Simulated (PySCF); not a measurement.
# Assignment exercise: C7H14FNSi

Cartesian coordinates in Å; atom numbers follow the order of the lines, from 1:
```xyz
24

C     2.9866    1.3992   -0.6855
C     2.2379    0.3383   -0.4338
F     2.0612   -0.5719   -1.4237
Si    1.3542   -0.1030    1.1834
C     1.0590   -1.9791    1.3816
C    -0.4003   -1.8175    0.9105
C    -0.5597   -0.2883    1.0578
N    -1.2602    0.3504   -0.0374
C    -1.1298    1.7885    0.0108
C    -2.6543   -0.0423   -0.0819
H     3.1511    2.1341    0.0792
H     3.4482    1.5620   -1.6449
H     1.9159    0.7163    2.2613
H     1.6435   -2.6621    0.7707
H     1.1168   -2.3244    2.4118
H    -1.1173   -2.4011    1.4872
H    -0.4907   -2.0857   -0.1405
H    -1.0440   -0.0512    2.0248
H    -1.6339    2.2207   -0.8530
H    -0.0737    2.0555   -0.0307
H    -1.5641    2.2262    0.9252
H    -3.2147    0.2902    0.8080
H    -2.7238   -1.1257   -0.1493
H    -3.1196    0.3908   -0.9670
```

[PySCF 2.14: GFN2-xTB geometry; PBE0/pcSseg-1 with gauge-including orbitals; non-relativistic; gas phase; single conformer; rapidly exchanging positions averaged]

δ = σ(ref) − σ, references computed at the same level: TMS for ¹³C (σ = 186.93 ppm) and ¹H (σ = 31.72 ppm).

**Question.** Assign these signals to the numbered atoms. ¹³C{¹H} NMR (computed): δ 182.3 (C), 116.3 (CH2), 64.3 (CH), 46.3 (CH3), 30.9 (CH2), 5.7 (CH2).

**Answer.** 
| δ (ppm) | atoms | environment | reason |
| --- | --- | --- | --- |
| 182.3 | C2 | fully substituted alkene carbon | – |
| 116.3 | C1 | terminal =CH2 carbon | an sp2 carbon of a C=C bond |
| 64.3 | C7 | sp3 CH bonded to N and Si | deshielded by the electronegative neighbour |
| 46.3 | C9/C10 | methyl carbon bonded to N | pulled downfield by the heteroatom |
| 30.9 | C6 | sp3 CH2 in a ring | saturated and bonded to C and H only |
| 5.7 | C5 | sp3 CH2 bonded to Si | an electropositive neighbour leaves it electron-rich and shielded |

**Question.** Assign these signals to the numbered atoms. ¹H NMR (400 MHz, computed): δ 5.81 (m, 1H), 5.22 (m, 1H), 5.03 (m, 1H), 2.47 (m, 1H), 2.32 (m, 1H), 2.28 (m, 1H), 2.10 (s, 6H), 1.51 (m, 1H), 1.31 (m, 1H).

**Answer.** 
```tsv
δ (ppm)	atoms	environment	reason
5.81	H12	hydrogen on a terminal =CH2 carbon	a vinylic proton, deshielded by the sp2 carbon and the C=C anisotropy
5.22	H11	hydrogen on a terminal =CH2 carbon	–
5.03	H13	hydrogen on a silicon bonded to 3 C, in a 4-membered ring	–
2.47	H16	hydrogen on an sp3 CH2 in a ring	–
2.32	H18	hydrogen on an sp3 CH bonded to N and Si	its carbon carries N, which withdraws density
2.28	H17	hydrogen on an sp3 CH2 in a ring	–
2.10	H19/H20/H21/H22/H23/H24	hydrogen on a methyl carbon bonded to N	–
1.51	H14	hydrogen on an sp3 CH2 bonded to Si	–
1.31	H15	hydrogen on an sp3 CH2 bonded to Si	–
```

H18 and H17 lie closer than the usual error of such a calculation, so a measured spectrum could show them in the other order.

Splittings by ¹⁹F in the carbon and heteronuclear signals aren't shown, as no couplings were computed. Shifts are as computed. Against solution values, carbons near 30 ppm lie about +3 ppm off and those near 130 ppm about +5 ppm. Of 1211 compounds with measured shifts, 218 miss one by over three times the rms of a fit or turn the order of signals round; such compounds aren't used in these exercises. Multiplicities follow the n + 1 count of equivalent neighbours, as no J values were calculated; m marks all less simple cases, F and P coupling included.
